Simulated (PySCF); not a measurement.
# SnH₄ + O₂ → H₂SnO + H₂O

Level: PBE0 in the def2-TZVP basis family, computed in PySCF with density fitting; scalar-relativistic core potentials for atoms from Rb on, none lighter, no spin–orbit coupling; open shells unrestricted.

```tsv
species	state and structure	ZPE (kJ/mol)	H(298 K) − H(0) (kJ/mol)	S° (J/(mol K))
SnH₄	singlet, Td, Sn–H 1.704 Å (×4)	68.3	11.3	228.6
O₂	triplet, D∞h, O–O 1.193 Å	10.3	8.7	204.9
H₂SnO	singlet, C2v, Sn–H 1.713 Å (×2), Sn–O 1.820 Å; H–Sn–H 111.8°, H–Sn–O 124.1° (×2)	37.4	11.8	260.3
H₂O	singlet, C2v, O–H 0.960 Å (×2); H–O–H 105.1°	56.5	9.9	188.7
```

Problem. Is the gas-phase reaction uphill or downhill in electronic energy at this level, and by how much?

Solution. At PBE0/def2-TZVP, ΔE = -214.2 kJ/mol, downhill. 

Problem. Add zero-point, thermal and entropy terms for 298.15 K and 1 bar.

Solution. ΔZPE = 15.3 and Δ[H(298) − H(0)] = 1.7 kJ/mol give ΔH° = -197.2 kJ/mol. ΔS° = 15.5 J/(mol K), so ΔG° = -197.2 − 298.15 × (0.0155) = -202 kJ/mol.

The structures come from searches over a few start shapes, so lower isomers are not excluded.
